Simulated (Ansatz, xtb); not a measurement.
Diatomic SbTe, multiplicity 2 (lowest of 2S+1 = 2, 4 at CCSD(T)/def2-TZVPP on PBE0 minima; our sources give no spin for the ground state, which may be another). No spin–orbit coupling. The T1 diagnostic near the minimum is 0.048, so single-reference values are doubtful.

Seven points along R, fitted to fifth degree in 1/R; most abundant isotopes. In def2 and cc sets the state is the lowest found near the PBE0 minimum, followed along R.

The values were computed with Ansatz (a first-principles code) with Gaussian orbitals; xtb for the GFN methods. Values without a source in brackets are computed. In def2 rows elements past Kr take small-core potentials, without spin–orbit coupling. The GFN methods have no spin term and hold the electronic entropy of 300 K.

```tsv
level	r_e (Å)	ω_e (cm⁻¹)	ω_e x_e (cm⁻¹)	dipole (D)
GFN1-xTB	2.562	___	0.49	-
GFN2-xTB	2.592	266	0.47	-
SVWN5/def2-TZVPP	2.524	264	0.43	0.88
PBE/def2-TZVPP	___	___	0.46	1.01
```

Q: Some entries are withheld; supply them.

A: 
- PBE/def2-TZVPP, r_e (Å): 2.558
- PBE/def2-TZVPP, ω_e (cm⁻¹): 253
- GFN1-xTB, ω_e (cm⁻¹): 329
